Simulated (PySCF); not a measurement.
[Gd(HCN)]3+ at several levels of theory

Computed with PySCF 2.14.0 (density fitting, no spin-orbit coupling) at the geometry relaxed with PBE0:

```xyz
4
[Gd(HCN)]3+ (singlet in the valence; each metal's 4f electrons, 7 of them, lie in its core potential, out of spins and levels)
Gd    0.0000    0.0000   -0.2490
N     0.0000    0.0000    1.9863
C     0.0000    0.0000    3.1526
H     0.0000    0.0000    4.2685
```

```tsv
level	basis	state	HOMO (eV)	gap (eV)	charge on Gd1 (e)	population of f-type functions on Gd1 (polarisation alone where 4f lies in the core)	dipole about the centre of mass (D)	largest force component (eV/Å)
PBE0	Gd lcecp-1-SVP with ECP53, N def2-SVP, C def2-SVP, H def2-SVP	singlet	-26.98	7.17	2.51	0.02	4.78	0.02
wB97X	the same	singlet	-29.30	12.03	2.54	0.02	4.44	0.58
PBE0	Gd lcecp-1-TZVP with ECP53, N def2-TZVP, C def2-TZVP, H def2-TZVP	singlet	-26.89	7.11	2.59	0.02	4.84	0.91
```

In the lcecp rows the 4f levels are missing from HOMO and gap, and the state counts the valence alone.

Charges are Mulliken's, which hang on the basis. The relaxation used the grid (50, 194), these runs (75, 302) or, all-electron (x2c bases, spin-free X2C Hamiltonian), (99, 590).

Q: What does HF with Gd lcecp-1-SVP with ECP53, N def2-SVP, C def2-SVP, H def2-SVP give here?

A: state singlet, HOMO (eV) -29.78, gap (eV) 13.84, charge on Gd1 (e) 2.64, population of f-type functions on Gd1 (polarisation alone where 4f lies in the core) 0.02, dipole about the centre of mass (D) 4.32, largest force component (eV/Å) 3.28. Time: 0.9 s on 2 threads of Arm Neoverse V1, on a shared host, from an already converged density.

In the first row's basis the gap widens with exact exchange: 7.2 eV for PBE0 (a fixed share); 12.0 to 13.8 eV for wB97X, Hartree–Fock (rising or full at long range).

An lcecp potential fixes the number of 4f electrons, so in runs with it no electron can move into or out of that shell.
